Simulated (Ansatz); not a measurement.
Mg2Cl2F2⁺, that is (ClMg-mu-F)2 with one electron fewer. Charge 1, multiplicity 2. Geometry r2SCAN-D4/def2-SVP; atoms count from 1.

Cartesian coordinates in Å:
```
Mg -1.1960 0.3368 0.7442
Cl -3.1037 0.8740 1.9294
F -0.6499 -0.0157 -1.0379
Mg 1.1963 -0.3374 -0.7434
Cl 3.1025 -0.8753 -1.9308
F 0.6508 0.0175 1.0386
```

**Question.** Estimate the Mulliken populations from the PBE0/def2-TZVP orbitals of Ansatz.

**Answer.** 
| atom | charge (e) | spin (α − β) |
| --- | --- | --- |
| Mg1 | 1.19 | -0.01 |
| Cl2 | -0.11 | 0.51 |
| F3 | -0.58 | 0.00 |
| Mg4 | 1.19 | -0.01 |
| Cl5 | -0.11 | 0.51 |
| F6 | -0.58 | 0.00 |
Mulliken values and Mayer orders depend strongly on the basis.

**Question.** Where does the spin sit?

**Answer.** Summed by element: Mg -0.01, Cl 1.01, F 0.00, of 1 unpaired in all. Largest on single atoms: Cl2 0.51, Cl5 0.51, Mg1 -0.01.

**Question.** And the Mayer bond orders between bonded heavy atoms (over 0.3)?

**Answer.** Mg1–Cl2 0.72 (2.31 Å); Mg1–F3 0.38 (1.90 Å); Mg1–F6 0.38 (1.90 Å); F3–Mg4 0.38 (1.90 Å); Mg4–Cl5 0.72 (2.31 Å); Mg4–F6 0.38 (1.90 Å). Values over 0.3 also appear between atoms too far apart for a bond (Cl2–Cl5 0.46 at 7.52 Å); they arise where an orbital or an unpaired electron spreads over both atoms.
